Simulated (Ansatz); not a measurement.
Compare A (`CCO[SiH2]N`) with its isomer B (`CO[SiH](C)N`).

Isolated molecules relaxed with PBE0-D4/def2-TZVP in Ansatz; ΔE leaves out vibrations. CBS: MP2 limit from def2 TZ/QZ plus the TZ coupled-cluster correction, frozen cores. Functionals use def2-TZVPP. B3LYP here is the variant with VWN-RPA as its local correlation; programs differ in this. Each species was taken in one conformer, which may not be the lowest.

A:

```xyz
14

C    -1.0281   -1.7556   -1.2009
C    -0.1883   -0.5589   -0.8290
O    -0.1174   -0.4519    0.5777
Si    0.8465    0.6381    1.3447
N     0.5026    2.2877    1.0759
H    -2.0367   -1.6544   -0.7951
H    -0.5888   -2.6710   -0.7998
H    -1.0988   -1.8506   -2.2872
H    -0.6252    0.3562   -1.2499
H     0.8220   -0.6604   -1.2502
H     0.6504    0.3169    2.7749
H     2.2493    0.4551    0.8818
H    -0.3305    2.7364    1.4167
H     0.9430    2.8125    0.3403
```

B:

```xyz
14

C     1.967    0.364    0.259
O     1.117   -0.706    0.587
Si   -0.461   -0.787    0.111
C    -1.443    0.628    0.822
N    -0.689   -0.746   -1.583
H     1.685    1.281    0.791
H     1.960    0.572   -0.818
H     2.985    0.100    0.551
H    -0.880   -2.106    0.638
H    -1.294    0.695    1.902
H    -2.511    0.493    0.633
H    -1.143    1.585    0.385
H    -0.352   -1.464   -2.201
H    -0.941    0.093   -2.076
```

**Question.** Which is lower in electronic energy at CCSD(T)/CBS, and by how much? (Best estimate.)

**Answer.** The calculation gave: B, by 33.7 kJ/mol.

**Question.** Give E(B) − E(A) in kJ/mol with CCSD(T)/def2-TZVPP, HF/def2-TZVPP, B3LYP-D4, B2PLYP, PBE0-D4, MP2/def2-TZVPP, CCSD/def2-TZVPP. (Estimate.)

**Answer.** Ansatz gave: CCSD(T)/def2-TZVPP -32.5, HF/def2-TZVPP -26.7, B3LYP-D4 -34.7, B2PLYP -32.1, PBE0-D4 -35.2, MP2/def2-TZVPP -34.1, CCSD/def2-TZVPP -32.0. None reverses the order clearly.

Largest T1 diagnostic: 0.011.

The D4 term adds −3.5 kJ/mol with B3LYP and −1.9 kJ/mol with PBE0; it sums over pairs of atoms, weighted by their polarisabilities, and B3LYP, whose exchange is more repulsive, gets the larger term. In def2-TZVPP, CCSD(T) changes the Hartree–Fock value by −5.8 kJ/mol (the triples alone add −0.5 kJ/mol) and MP2 by −7.4 kJ/mol.
